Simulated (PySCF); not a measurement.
## Electric field gradients and quadrupole coupling constants

C3H12OSi2.
Geometry (PBE0-D3(BJ)/def2-SVP, Å), atoms numbered from 1 in this order:
```xyz
18
C3H12OSi2 angstrom
C     -3.1583   -0.0625    0.7491
C     -1.7497   -0.4575    0.3133
Si    -0.7158    0.9953   -0.2700
O      0.7635    0.4769   -0.7846
Si     2.3174   -0.0555   -0.9485
C      3.0397   -0.5079    0.7155
H     -3.1384    0.6650    1.5767
H     -3.7404   -0.9311    1.0942
H     -3.7224    0.4001   -0.0767
H     -1.7841   -1.1951   -0.5073
H     -1.2066   -0.9486    1.1397
H     -1.4016    1.6909   -1.4025
H     -0.5428    1.9763    0.8492
H      3.1340    1.0206   -1.5892
H      2.3173   -1.2495   -1.8486
H      2.4725   -1.3285    1.1812
H      4.0861   -0.8351    0.6052
H      3.0222    0.3555    1.3984
```

Field gradients from the PBE0/pcSseg-1 density (PySCF, non-relativistic), principal values in atomic units, ordered |Vxx| ≤ |Vyy| ≤ |Vzz|:

```tsv
atom	Vxx	Vyy	Vzz
O4	-0.6026	-0.6187	1.2214
```

Problem. Find the asymmetry η = (Vxx − Vyy)/Vzz and the couplings χ = eQV/h (234.96 MHz × Q in barn × V in au), with Q(17O) = −0.0256 b.

Solution. 
```csv
atom,environment,nucleus,η,χzz (MHz),χxx (MHz),χyy (MHz)
O4,siloxane oxygen,17O,0.01,-7.35,3.62,3.72
```

The gradient is axial or nearly so (η below 0.05) at O4. The tensor is traceless: Vxx + Vyy + Vzz = 0.

Problem. What is Vzz at O4 in SI units (1 au = 9.71736 × 10²¹ V/m²)?

Solution. 1.2214 au = 11.868 × 10²¹ V/m².

Problem. And the gradient at the other heavy atoms, for which no coupling is worked out here?

Solution. 
```json
{"atom": "C1", "environment": "methyl carbon", "Vzz (au)": "0.072", "η": "0.03"}
{"atom": "C2", "environment": "sp3 carbon bound to silicon", "Vzz (au)": "-0.109", "η": "0.55"}
{"atom": "Si3", "environment": "oxygen-bound silicon", "Vzz (au)": "0.577", "η": "0.19"}
{"atom": "Si5", "environment": "oxygen-bound silicon", "Vzz (au)": "0.578", "η": "0.13"}
{"atom": "C6", "environment": "Si-methyl carbon", "Vzz (au)": "-0.090", "η": "0.14"}
```

Problem. What couplings would deuterons (Q(2H) = 0.00286 b) have in place of the hydrogens, at this geometry?

Solution. 
| atom | bonded to | bond length (Å) | Vzz (au) | η | χzz (kHz) |
| --- | --- | --- | --- | --- | --- |
| H7 | C1 | 1.102 | 0.2888 | 0.03 | 194 |
| H8 | C1 | 1.101 | 0.2922 | 0.02 | 196 |
| H9 | C1 | 1.102 | 0.2890 | 0.03 | 194 |
| H10 | C2 | 1.104 | 0.2895 | 0.03 | 195 |
| H11 | C2 | 1.104 | 0.2899 | 0.03 | 195 |
| H12 | Si3 | 1.496 | 0.1366 | 0.02 | 92 |
| H13 | Si3 | 1.498 | 0.1352 | 0.03 | 91 |
| H14 | Si5 | 1.495 | 0.1365 | 0.02 | 92 |
| H15 | Si5 | 1.495 | 0.1364 | 0.02 | 92 |
| H16 | C6 | 1.101 | 0.2984 | 0.01 | 200 |
| H17 | C6 | 1.102 | 0.2967 | 0.01 | 199 |
| H18 | C6 | 1.101 | 0.2979 | 0.01 | 200 |

Geometry: PBE0-D3(BJ)/def2-SVP, one conformer, isolated molecule. With so small a basis the couplings can be 20 % off.
